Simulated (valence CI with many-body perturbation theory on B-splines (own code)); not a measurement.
## Hf⁶⁶⁺: electric-dipole lines

Calculated by valence CI with perturbative core correlation (CI+MBPT): four valence electrons over a frozen Dirac-Fock core [He], a basis of 11 s, 11 p, 10 d, 8 f, 5 g, 2 h functions for each j, with the one-electron correlation potential Σ1 (screened to all orders), the two-electron term Σ2, the three-electron term Σ3, Breit, model QED; selected single and double excitations, second order for the rest, scaled by the run's own slope (own B-spline code, finite nucleus).

The last digits are not significant, and no measured levels were compared; by estimate large intervals hold to a few tenths of a per cent, small ones and those within an open d or f shell to about a per cent. Among the levels kept, up to 1200 cm⁻¹ of a level comes from second order outside the variational space, and about a tenth of that is noise between levels of different J, which matters for small intervals.

Lines 101 to 150 of 600 in falling wavelength, among levels below 13431 eV, chosen from the strongest by gf and those to the six lowest levels. Wavelengths and rates use the calculated energies. Electric multipoles are in the length gauge, E1 and E2 with the static RPA response of the core. Weak lines are less certain than strong ones. Lines between different terms over intervals too small for the method are left out, as are lines whose strength nearly cancels. The highest levels of a list are the least certain.

Levels are named by their leading jj configuration (3d3/2^4 stands for four electrons in 3d with j = 3/2), which in mixed levels can hold well under half, so a name can repeat and another be missing. Letters in brackets count levels of one name in rising energy.

| λ vac (nm) | Upper | Lower | A (s⁻¹) | S (a.u.) with core polarisation | S without |
| --- | --- | --- | --- | --- | --- |
| 2.719 | (2p1/2 2p3/2^2 3d3/2) J=2 | (2p1/2 2p3/2^2 3p1/2) J=1 [a] | 3.06e+11 | 1.52e-02 | 1.52e-02 |
| 2.716 | (2p1/2 2p3/2^2 3p3/2) J=2 [a] | (2p1/2 2p3/2^2 3s) J=2 [a] | 3.79e+11 | 1.88e-02 | 1.88e-02 |
| 2.712 | (2s^2 2p3/2 3d3/2) J=1 | (2s^2 2p3/2 3p1/2) J=1 | 5.70e+11 | 1.69e-02 | 1.69e-02 |
| 2.706 | (2p1/2^2 2p3/2 3d3/2) J=1 | (2p1/2^2 2p3/2 3p1/2) J=1 | 5.40e+11 | 1.58e-02 | 1.58e-02 |
| 2.700 | (2s 2p3/2^2 3p3/2) J=4 | (2s 2p3/2^2 3s) J=3 | 1.07e+12 | 9.40e-02 | 9.40e-02 |
| 2.699 | (2s 2p3/2^2 3d5/2) J=3 [a] | (2s 2p3/2^2 3p1/2) J=2 [b] | 2.40e+11 | 1.63e-02 | 1.63e-02 |
| 2.698 | (2s^2 2p3/2 3p3/2) J=3 | (2s^2 2p3/2 3s) J=2 | 1.08e+12 | 7.32e-02 | 7.32e-02 |
| 2.697 | (2p1/2^2 2p3/2 3p3/2) J=3 | (2p1/2^2 2p3/2 3s) J=2 | 9.06e+11 | 6.14e-02 | 6.14e-02 |
| 2.695 | (2s 2p1/2 2p3/2 3p3/2) J=2 [a] | (2s 2p1/2 2p3/2 3s) J=1 [a] | 4.80e+11 | 2.32e-02 | 2.32e-02 |
| 2.694 | (2s 2p1/2 2p3/2 3p3/2) J=3 [a] | (2s 2p1/2 2p3/2 3s) J=2 [a] | 1.04e+12 | 6.99e-02 | 6.99e-02 |
| 2.690 | (2p1/2 2p3/2^2 3p3/2) J=1 [c] | (2p1/2 2p3/2^2 3s) J=1 [b] | 3.65e+11 | 1.05e-02 | 1.05e-02 |
| 2.688 | (2p1/2 2p3/2^2 3p3/2) J=1 [c] | (2p1/2 2p3/2^2 3s) J=0 | 6.97e+11 | 2.00e-02 | 2.00e-02 |
| 2.684 | (2s 2p1/2 2p3/2 3d3/2) J=3 [b] | (2s 2p1/2 2p3/2 3p1/2) J=3 | 3.57e+11 | 2.38e-02 | 2.38e-02 |
| 2.678 | (2s 2p3/2^2 3p3/2) J=2 [b] | (2s 2p3/2^2 3s) J=1 [a] | 7.67e+11 | 3.64e-02 | 3.64e-02 |
| 2.676 | (2s 2p1/2 2p3/2 3p3/2) J=3 [b] | (2s 2p1/2 2p3/2 3s) J=2 [b] | 4.07e+11 | 2.70e-02 | 2.70e-02 |
| 2.676 | (2s 2p3/2^2 3p3/2) J=3 [a] | (2s 2p3/2^2 3s) J=3 | 6.31e+11 | 4.18e-02 | 4.18e-02 |
| 2.676 | (2s 2p1/2 2p3/2 3p3/2) J=4 | (2s 2p1/2 2p3/2 3s) J=3 | 9.88e+11 | 8.41e-02 | 8.41e-02 |
| 2.672 | (2s 2p3/2^2 3p3/2) J=2 [c] | (2s 2p3/2^2 3s) J=2 [b] | 2.86e+11 | 1.35e-02 | 1.35e-02 |
| 2.670 | (2p1/2 2p3/2^2 3p3/2) J=2 [c] | (2p1/2 2p3/2^2 3s) J=1 [b] | 8.45e+11 | 3.97e-02 | 3.97e-02 |
| 2.652 | (2s 2p1/2 2p3/2 3p3/2) J=1 [b] | (2s 2p1/2 2p3/2 3s) J=2 [b] | 9.94e+11 | 2.75e-02 | 2.75e-02 |
| 2.649 | (2s 2p3/2^2 3p3/2) J=2 [c] | (2s 2p3/2^2 3s) J=1 [b] | 4.09e+11 | 1.88e-02 | 1.88e-02 |
| 2.635 | (2s 2p1/2 2p3/2 3d3/2) J=2 [b] | (2s 2p1/2 2p3/2 3p1/2) J=3 | 2.19e+11 | 9.90e-03 | 9.91e-03 |
| 2.634 | (2s 2p1/2 2p3/2 3p3/2) J=2 [d] | (2s 2p1/2 2p3/2 3s) J=2 [c] | 4.68e+11 | 2.11e-02 | 2.11e-02 |
| 2.632 | (2s^2 2p1/2 3p3/2) J=2 | (2s^2 2p1/2 3s) J=1 | 1.14e+12 | 5.11e-02 | 5.12e-02 |
| 2.625 | (2s^2 2p1/2 3p3/2) J=1 | (2s^2 2p1/2 3s) J=1 | 4.17e+11 | 1.12e-02 | 1.12e-02 |
| 2.623 | (2s 2p3/2^2 3p3/2) J=1 [b] | (2s 2p3/2^2 3s) J=1 [a] | 3.91e+11 | 1.04e-02 | 1.04e-02 |
| 2.620 | (2s 2p1/2 2p3/2 3p3/2) J=0 [a] | (2s 2p1/2 2p3/2 3s) J=1 [a] | 1.04e+12 | 9.28e-03 | 9.28e-03 |
| 2.611 | (2s 2p1/2 2p3/2 3p3/2) J=1 [c] | (2s 2p1/2 2p3/2 3s) J=1 [c] | 5.14e+11 | 1.35e-02 | 1.35e-02 |
| 2.610 | (2s 2p3/2^2 3p3/2) J=2 [c] | (2s 2p3/2^2 3s) J=1 [a] | 3.47e+11 | 1.52e-02 | 1.52e-02 |
| 2.605 | (2s^2 2p1/2 3p3/2) J=1 | (2s^2 2p1/2 3s) J=0 | 8.09e+11 | 2.12e-02 | 2.12e-02 |
| 2.604 | (2s 2p1/2 2p3/2 3d3/2) J=2 [d] | (2s 2p1/2 2p3/2 3p1/2) J=2 [c] | 2.12e+11 | 9.24e-03 | 9.24e-03 |
| 2.602 | (2p1/2 2p3/2^2 3p3/2) J=1 [b] | (2p1/2 2p3/2^2 3s) J=2 [b] | 4.60e+11 | 1.20e-02 | 1.20e-02 |
| 2.595 | (2s 2p1/2 2p3/2 3p3/2) J=2 [b] | (2s 2p1/2 2p3/2 3s) J=3 | 3.04e+11 | 1.31e-02 | 1.31e-02 |
| 2.595 | (2s 2p1/2^2 3p3/2) J=2 | (2s 2p1/2^2 3s) J=1 | 1.10e+12 | 4.75e-02 | 4.75e-02 |
| 2.587 | (2s 2p3/2^2 3p3/2) J=2 [a] | (2s 2p3/2^2 3s) J=2 [a] | 9.14e+11 | 3.90e-02 | 3.90e-02 |
| 2.585 | (2s 2p1/2 2p3/2 3p3/2) J=2 [d] | (2s 2p1/2 2p3/2 3s) J=1 [b] | 6.87e+11 | 2.93e-02 | 2.93e-02 |
| 2.585 | (2p1/2^2 2p3/2 3p3/2) J=2 | (2p1/2^2 2p3/2 3s) J=1 | 5.37e+11 | 2.29e-02 | 2.29e-02 |
| 2.577 | (2s^2 2p3/2 3p3/2) J=2 | (2s^2 2p3/2 3s) J=1 | 6.58e+11 | 2.78e-02 | 2.78e-02 |
| 2.573 | (2s 2p1/2 2p3/2 3p3/2) J=1 [c] | (2s 2p1/2 2p3/2 3s) J=0 | 6.13e+11 | 1.54e-02 | 1.55e-02 |
| 2.568 | (2s 2p1/2^2 3p3/2) J=1 | (2s 2p1/2^2 3s) J=1 | 4.33e+11 | 1.09e-02 | 1.09e-02 |
| 2.545 | (2s 2p1/2 2p3/2 3p3/2) J=1 [d] | (2s 2p1/2 2p3/2 3s) J=1 [b] | 7.52e+11 | 1.84e-02 | 1.84e-02 |
| 2.543 | (2s 2p1/2 2p3/2 3p3/2) J=2 [a] | (2s 2p1/2 2p3/2 3s) J=2 [a] | 5.40e+11 | 2.19e-02 | 2.19e-02 |
| 2.538 | (2p1/2^2 2p3/2 3p3/2) J=2 | (2p1/2^2 2p3/2 3s) J=2 | 5.32e+11 | 2.15e-02 | 2.15e-02 |
| 2.536 | (2s 2p1/2 2p3/2 3p3/2) J=3 [b] | (2s 2p1/2 2p3/2 3s) J=3 | 6.84e+11 | 3.86e-02 | 3.86e-02 |
| 2.533 | (2p1/2 2p3/2^2 3p3/2) J=2 [b] | (2p1/2 2p3/2^2 3s) J=2 [b] | 7.98e+11 | 3.20e-02 | 3.20e-02 |
| 2.531 | (2s^2 2p3/2 3p3/2) J=2 | (2s^2 2p3/2 3s) J=2 | 6.43e+11 | 2.57e-02 | 2.57e-02 |
| 2.489 | (2p1/2 2p3/2^2 3p3/2) J=1 [b] | (2p1/2 2p3/2^2 3s) J=1 [a] | 6.59e+11 | 1.50e-02 | 1.50e-02 |
| 2.483 | (2s 2p3/2^2 3p3/2) J=1 [c] | (2s 2p3/2^2 3s) J=1 [b] | 1.06e+12 | 2.41e-02 | 2.41e-02 |
| 2.478 | (2p1/2 2p3/2^2 3p3/2) J=2 [b] | (2p1/2 2p3/2^2 3s) J=3 | 2.51e+11 | 9.41e-03 | 9.41e-03 |
| 2.453 | (2p1/2^2 2p3/2 3p3/2) J=0 | (2p1/2^2 2p3/2 3s) J=1 | 1.27e+12 | 9.29e-03 | 9.29e-03 |
